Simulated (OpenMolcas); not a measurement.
Multiplet structure of N2+

```
Program             : OpenMolcas 26.06
Method              : XMS-CASPT2, IPEA 0.25 Eh, imaginary shift 0.1 Eh (closed shells correlated: 1s)
Basis               : ANO-RCC-VTZP [4s3p2d1f]
Scalar Hamiltonian  : DKH2, point nucleus
Active space        : 3 electrons in 8 orbitals (2s 2p 3s 3p)
State averaging     : 2S+1 = 4 odd, 1 root; 2S+1 = 2 odd, 11 roots; 2S+1 = 4 even, 3 roots; 2S+1 = 2 even, 9 roots
Spin-orbit coupling : state interaction with AMFI integrals over the reference wave functions, term energies averaged over their components
```

With spin-orbit coupling, above the lowest level:

| Configuration | Term | J | E (cm⁻¹) | Measured (cm⁻¹) | g | Term weight % |
| --- | --- | --- | --- | --- | --- | --- |
| 2s² 2p | ²P° | 1/2 | 0.0 | 0.0 | 0.666 | 100 |
| 2s² 2p | ²P° | 3/2 | 168 | 174 | 1.334 | 100 |
| 2s 2p² | ⁴P | 1/2 | 56870 |  | 2.671 | 100 |
| 2s 2p² | ⁴P | 3/2 | 56920 | 57247 | 1.735 | 100 |
| 2s 2p² | ⁴P | 5/2 | 57020 | 57328 | 1.601 | 100 |
| 2s 2p² | ²D | 3/2 | 101120 | 101031 | 0.800 | 100 |
| 2s 2p² | ²D | 5/2 | 101130 | 101024 | 1.200 | 100 |
| 2s 2p² | ²S | 1/2 | 132800 | 131004 | 2.002 | 100 |
| 2s 2p² | ²P | 1/2 | 148020 | 145876 | 0.666 | 100 |
| 2s 2p² | ²P | 3/2 | 148140 | 145986 | 1.334 | 100 |
| 2p³ | ⁴S° | 3/2 | 187090 | 186797 | 2.002 | 100 |
| 2p³ | ²D° | 3/2 | 203840 | 203089 | 0.800 | 100 |
| 2p³ | ²D° | 5/2 | 203840 | 203075 | 1.200 | 100 |
| 2p³ | ²P° | 1/2 | 231850 | 230404 | 0.666 | 100 |
| 2p³ | ²P° | 3/2 | 231870 | 230409 | 1.334 | 100 |

Against the 13 measured excited levels shown (Moore, Selected Tables of Atomic Spectra, NSRDS-NBS 3, section 5) the mean absolute deviation is 890 cm-1; the largest miss in energy is 2s 2p² ²P_3/2: computed 148140, measured 145986 cm⁻¹ (+1.5 %), and the largest in proportion 2s² 2p ²P°_3/2 (-3.6 %).

Spin-orbit coupling puts the lowest level 112 cm⁻¹ below the lowest spin-free term.

CASPT2 breaks the degeneracy within a term, and the mean is taken; among the terms shown or strongly mixed into the levels shown the widest spread is 710 cm-1 (2p³ ²D°). Active for correlation alone: 3p 3s; no level in the range computed is led by a configuration that fills them, so any true level of that kind is missing. Measured partners are found by configuration, term and J. A level has none where our copy of the source lacks it or the pairing is in doubt (some pairs that miss far off the trend of their configuration count as doubtful), and it then counts in no deviation. Levels of configurations outside the active space are missing. The first state left out of the spin-orbit step lies near 300000 cm-1 above the lowest spin-free state of the reference (among the parities and spins computed), and the list stops at four fifths of that energy or lower.

The term weight is that of the spin-free term in the level, not the purity of its configuration. ° marks odd parity.
